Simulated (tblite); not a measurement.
A structure optimised at GFN2-xTB (Å):
```
atom  x, y, z in Å
C1    -1.5251   -1.4329    1.7327
C2    -1.1338   -0.8146    0.7761
C3    -0.7256   -0.0929   -0.3476
S4    -1.9757    0.4861   -1.4411
C5    -3.4887   -0.0647   -0.6045
C6     0.6103    0.1496   -0.5845
C7     1.0541    0.8841   -1.7202
O8     2.2262    1.1299   -1.9658
S9     1.8422   -0.4320    0.5053
Si10   3.6834    0.3262   -0.4329
H11   -1.8212   -1.9783    2.5782
H12   -4.3103    0.2624   -1.2343
H13   -3.4858   -1.1466   -0.5158
H14   -3.5537    0.3998    0.3746
H15    0.2655    1.2399   -2.4007
H16    3.7750    1.7665   -0.2564
H17    3.9954   -0.4410   -1.6272
H18    4.5589   -0.2351    0.6144
```

Charge 0, singlet.

(1) Read off the bonds between heavy atoms and their formal orders.

(2) Give the structure as a SMILES string.

(3) Describe the place of each heavy atom.

(4) What is the arrangement about C2?

(5) What is the arrangement about C7?

## Answers

(1) C1–C2 1.20 Å (triple); C2–C3 1.40 Å (single); C3–S4 1.76 Å (single); S4–C5 1.81 Å (single); C3–C6 1.38 Å (double); C6–C7 1.42 Å (single); C7–O8 1.22 Å (double); C6–S9 1.74 Å (single); S9–Si10 2.20 Å (single). Bonds to hydrogen (Å): C1–H11 1.05; C5–H12 1.09; C5–H13 1.09; C5–H14 1.09; C7–H15 1.10; Si10–H16 1.45; Si10–H17 1.45; Si10–H18 1.48. Si10 and O8 aren't drawn bonded (4 bonds apart) but lie 2.26 Å from each other; Cordero's covalent radii sum to 1.77 Å.

(2) `C#C/C(SC)=C(/C=O)S[SiH3]`, C6H8OS2Si. Among its features: aldehyde, alkyne, C=C double bond, sulfide and Si–H bond.

(3) C1: terminal alkyne carbon; C2: alkyne carbon; C3: fully substituted alkene carbon; S4: sulfide sulfur; C5: S-methyl carbon; C6: fully substituted alkene carbon; C7: aldehyde carbon; O8: aldehyde oxygen; S9: sulfur bonded to C and Si; Si10: SiH3 silicon.

(4) It has 2 neighbours (C1, C3) and is linear (angle 178.0°).

(5) It has 3 neighbours (C6, O8, H15) and is planar (angles 124.3°, 119.8° and 115.9°, sum 360.0°, 0.00 Å off the plane of its three neighbours).

These are computed values.
